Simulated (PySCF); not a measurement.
NaIn: frontier orbitals

r²SCAN0 at R = 3.254 Å; Na aug-cc-pVDZ, In aug-cc-pVDZ-PP with ECP28; scalar-relativistic core potentials (PySCF 2.14). State: ¹Σ⁺ (singlet), closed shell. Only the outer orbitals are listed, counted within each symmetry, core potentials removing the inner ones.

```tsv
orbital	occ.	ε (eV)	on Na (%)	main shells (%)
1δ	2	-21.15	0	100 In d
1δ	2	-21.15	0	100 In d
3π	2	-20.87	0	100 In d
3π	2	-20.87	0	100 In d
6σ	2	-20.79	0	100 In d
7σ	2	-9.02	8	92 In s
8σ	2	-3.50	41	57 In p, 40 Na s
4π	0	-1.61	12	88 In p, 11 Na p
4π	0	-1.61	12	88 In p, 11 Na p
9σ	0	-1.07	73	47 Na s, 26 Na p, 22 In p
```

Problem. Which are the highest filled and the lowest empty level, where do they sit, and how wide is the gap?

Solution. Highest filled 8σ at -3.50 eV (in %: 57 In p, 40 Na s); lowest empty 4π at -1.61 eV (in %: 88 In p, 11 Na p); the gap at r²SCAN0 is 1.89 eV.

```json
{"bond order (Mayer)": "1.09", "⟨S²⟩": "0.000", "charge on Na (Mulliken, basis-dependent)": "0.01", "charge on Na (Löwdin, basis-dependent)": "0.15", "dipole moment (positive dipole means Na(−)In(+))": "-2.28 D"}
```

Closed-shell solutions of metal pairs were not tested for spin polarisation, which can lower them a little. Spin–orbit coupling is left out.
